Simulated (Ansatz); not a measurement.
Species: CH2BI2, net charge 0, doublet state. It need not be the lowest isomer of its formula. 
Geometry from a B3LYP-D3(BJ)/def2-TZVP (Ansatz, a first-principles code) optimisation:
SMILES: IB(I)[CH2]
```xyz
6

C     -2.3201    -0.2722     0.1413
B     -0.8331    -0.0977     0.0508
I      0.4680    -1.6587     0.7254
I     -0.0175     1.7115    -0.7529
H     -3.0138     0.4928    -0.1888
H     -2.7740    -1.1718     0.5414
```
Charge 0, spin multiplicity 2.

Basis-set convergence of Hartree-Fock and MP2 correlation energies (hartree) with Ansatz. Valence correlation only, unless marked. Open shells are spin-unrestricted. No spin-orbit coupling. The frozen core is the preceding noble-gas configuration, with the filled d and f shells of earlier blocks. In def2 rows, elements after Kr have scalar-relativistic effective core potentials.

| basis | functions | E(HF) | E(corr, MP2) |
|---|---|---|---|
| def2-SVPD | 126 | -657.00016 | -0.40933 |
| def2-TZVPPD | 226 | -657.08480 | -0.51561 |
| def2-QZVPPD | 374 | -657.08938 | -0.56759 |

Extrapolating the two largest sets (X = 3 and 4) as X^-3: E(corr) = (64·(-0.56759) - 27·(-0.51561))/37 = -0.6055 Eh, an estimate of the basis-set limit. The largest set recovers 93.7 % of it, the smallest 67.6 %.
